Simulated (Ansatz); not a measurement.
Relaxation of C₂H₄AlFS (9 atoms, charge 0, multiplicity 1), to a largest force component of 0.015 eV/Å in at most 40 steps.

Computed with RKS PBE-D4/STO-3G (Ansatz).

```xyz
9
Properties=species:S:1:pos:R:3:forces:R:3
F -0.112 0.025 -1.728 -0.84 -0.78 -2.82
C 0.154 0.417 -0.440 4.85 -1.95 2.28
Al 0.898 -1.181 0.464 1.74 -1.76 -1.63
C -0.991 0.939 0.267 1.02 -7.70 5.77
S -1.701 2.136 -0.172 -6.58 11.24 -4.10
H 0.945 1.219 -0.454 0.00 0.18 -0.11
H 2.406 -1.667 0.021 -1.76 0.85 0.88
H -0.035 -2.342 0.867 0.17 0.62 0.25
H -1.476 0.408 1.160 1.40 -0.71 -0.52
```

Where does it end, and by what steps?

The forces met the threshold. Limits of this set-up: minimal basis. After 24 steps the energy has fallen by 3.098 eV; H9 moved furthest, 1.59 Å. The start is strongly strained (largest force component 11 eV/Å). Joined: F1–Al3.

```json
{"step": "0", "energy less start (eV)": "0.0000", "largest force component (eV/Å)": "11.239", "accepted": "yes"}
{"step": "1", "energy less start (eV)": "-1.6788", "largest force component (eV/Å)": "3.539", "accepted": "yes"}
{"step": "2", "energy less start (eV)": "-1.8987", "largest force component (eV/Å)": "0.857", "accepted": "yes"}
{"step": "3", "energy less start (eV)": "-1.8493", "largest force component (eV/Å)": "0.763", "accepted": "no"}
{"step": "4", "energy less start (eV)": "-1.9206", "largest force component (eV/Å)": "0.307", "accepted": "yes"}
{"step": "5", "energy less start (eV)": "-1.9292", "largest force component (eV/Å)": "0.117", "accepted": "yes"}
{"step": "6", "energy less start (eV)": "-1.9463", "largest force component (eV/Å)": "0.484", "accepted": "yes"}
{"step": "7", "energy less start (eV)": "-1.9763", "largest force component (eV/Å)": "0.950", "accepted": "yes"}
{"step": "8", "energy less start (eV)": "-2.0662", "largest force component (eV/Å)": "0.634", "accepted": "yes"}
{"step": "9", "energy less start (eV)": "-2.1378", "largest force component (eV/Å)": "0.536", "accepted": "yes"}
{"step": "10", "energy less start (eV)": "-2.1657", "largest force component (eV/Å)": "0.456", "accepted": "yes"}
{"step": "11", "energy less start (eV)": "-2.1684", "largest force component (eV/Å)": "0.821", "accepted": "yes"}
{"step": "12", "energy less start (eV)": "-2.1820", "largest force component (eV/Å)": "1.032", "accepted": "yes"}
{"step": "13", "energy less start (eV)": "-2.2487", "largest force component (eV/Å)": "0.347", "accepted": "yes"}
{"step": "14", "energy less start (eV)": "-2.2969", "largest force component (eV/Å)": "0.562", "accepted": "yes"}
{"step": "15", "energy less start (eV)": "-2.4719", "largest force component (eV/Å)": "1.105", "accepted": "yes"}
{"step": "16", "energy less start (eV)": "-2.8045", "largest force component (eV/Å)": "1.327", "accepted": "yes"}
{"step": "17", "energy less start (eV)": "-2.9848", "largest force component (eV/Å)": "0.793", "accepted": "yes"}
{"step": "18", "energy less start (eV)": "-3.0822", "largest force component (eV/Å)": "0.513", "accepted": "yes"}
{"step": "19", "energy less start (eV)": "-3.0926", "largest force component (eV/Å)": "0.292", "accepted": "yes"}
{"step": "20", "energy less start (eV)": "-3.0964", "largest force component (eV/Å)": "0.198", "accepted": "yes"}
{"step": "21", "energy less start (eV)": "-3.0969", "largest force component (eV/Å)": "0.145", "accepted": "yes"}
{"step": "22", "energy less start (eV)": "-3.0978", "largest force component (eV/Å)": "0.030", "accepted": "yes"}
{"step": "23", "energy less start (eV)": "-3.0978", "largest force component (eV/Å)": "0.015", "accepted": "yes"}
{"step": "24", "energy less start (eV)": "-3.0979", "largest force component (eV/Å)": "0.004", "accepted": "yes"}
```

```xyz
9
Properties=species:S:1:pos:R:3
F 0.293 -0.174 -1.350
C 0.357 0.521 0.013
Al 0.716 -1.387 -0.013
C -0.957 1.141 0.368
S -2.413 0.828 -0.298
H 1.203 1.250 -0.035
H 2.163 -1.784 -0.158
H -0.460 -2.294 0.235
H -0.816 1.853 1.222
```

Whether the end is a true minimum wasn't checked by a vibrational analysis.

The run took 3.1 min on 1 thread of Intel(R) Xeon(R) Processor @ 2.50GHz (Skylake/Cascade Lake), with other jobs on the host, peak memory 0.15 GiB.
